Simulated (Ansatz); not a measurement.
Cartesian coordinates in Å:
```
C -2.8651 0.0683 -1.0890
C -1.7327 0.0392 -0.6595
Al 0.0621 -0.0126 0.0170
C 1.1365 -1.6073 -0.2902
C 0.7016 1.5526 0.9825
H -3.8621 0.0943 -1.4672
H 1.4767 -2.0378 0.6579
H 2.0419 -1.3635 -0.8567
H 0.5963 -2.3825 -0.8376
H 0.0917 1.7302 1.8748
H 0.6100 2.4536 0.3670
H 1.7430 1.4657 1.3011
```

Total charge 0; spin multiplicity 1.

Question: List the r2SCAN/def2-TZVPP orbital energies in eV (Ansatz). (Estimate.)

Answer: The calculation gave: Occupied: -1516.55, -272.99, -272.39, -272.19, -272.18, -110.08, -70.46, -70.20, -70.15, -19.08, -17.63, -17.39, -13.76, -10.65, -9.93, -9.91, -9.74, -9.73, -7.85, -7.25, -7.14, -6.61. Lowest empty: -1.60, -0.16, 0.24, 1.11, 2.05, 2.13, 2.68, 2.87.
